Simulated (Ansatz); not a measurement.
BClGeH$_{5}$NO, SMILES `NB(Cl)[O][GeH3]`, relaxed with RKS PBE0-D4/def2-TZVP in Ansatz from a PBE-D4/def2-SVP geometry. The force threshold is 0.005 eV/Å; the program also tests the step.

Total charge 0; spin multiplicity 1.

Start:

```xyz
10

N     1.530   -0.624    0.169
B     0.972    0.313   -0.731
Cl    2.078    1.085   -1.922
O    -0.340    0.694   -0.775
Ge   -1.673    0.233    0.359
H     0.983   -1.162    0.841
H     2.515   -0.879    0.134
H    -2.975    0.498   -0.427
H    -1.560    1.117    1.627
H    -1.528   -1.273    0.723
```

Task: How much energy does the relaxation release, and in how many steps? (Estimate.)

Result: Computed: 0.04 eV, in 14 steps, 1 of them rejected.

Task: Which bonds change most? (Best estimate.)

Result: Ansatz gave: O4–Ge5 from 1.809 to 1.782 Å; B2–O4 from 1.368 to 1.351 Å; Ge5–H9 from 1.550 to 1.534 Å; Ge5–H10 from 1.556 to 1.541 Å.

Task: Give the relaxed structure. (An estimate is asked.)

Result: Ansatz gave: 
```xyz
10

N     1.519   -0.679    0.116
B     0.971    0.322   -0.698
Cl    2.071    1.134   -1.849
O    -0.317    0.729   -0.690
Ge   -1.666    0.255    0.374
H     0.983   -1.224    0.768
H     2.486   -0.940    0.051
H    -2.925    0.379   -0.486
H    -1.677    1.220    1.567
H    -1.446   -1.195    0.846
```
